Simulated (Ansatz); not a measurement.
# Worked example: BCl3 + SnH3 → BCl2 + SnH3Cl

Species: BCl3 (boron trichloride) `ClB(Cl)Cl`, singlet; SnH3 `[SnH3]`, doublet; BCl2 `Cl[B]Cl`, doublet; SnH3Cl `[Cl][SnH3]`, singlet. A radical takes Cl: the energy is the difference in strength between the B–Cl bond broken and the Sn–Cl bond made.

Shapes, held fixed at every level: PBE0-D4/def2-TZVP. Programs: Ansatz 0.2.0. The zero-point and thermal change to 298 K, harmonic and unscaled (PBE0-D4/def2-TZVP), is +1.1 kJ/mol.

At CCSD(T)/def2-TZVPP; 1 Eh = 2625.50 kJ/mol:

| species | energy (Eh) |
| --- | --- |
| BCl3 | -1404.090770 |
| SnH3 | -215.393642 |
| BCl2 | -944.239495 |
| SnH3Cl | -675.203811 |

Q: Work out ΔH(298 K) of the reaction at this level.

A: 
1. Products less reactants: (-944.239495) + (-675.203811) − [(-1404.090770) + (-215.393642)] = 0.041106 Eh = +107.9 kJ/mol.
2. With the thermal change: +107.9 + (+1.1) = +109.0 kJ/mol.

Other levels give +98.4 (HF/def2-SVP) to +128.3 kJ/mol (CCSD/def2-SVP). No measured value is set beside it here. Open shells run unrestricted unless RO is named. For atoms past krypton def2 sets carry core potentials with scalar relativity. Correlated rows may include outer-core shells of Sn, which these sets cover unevenly.
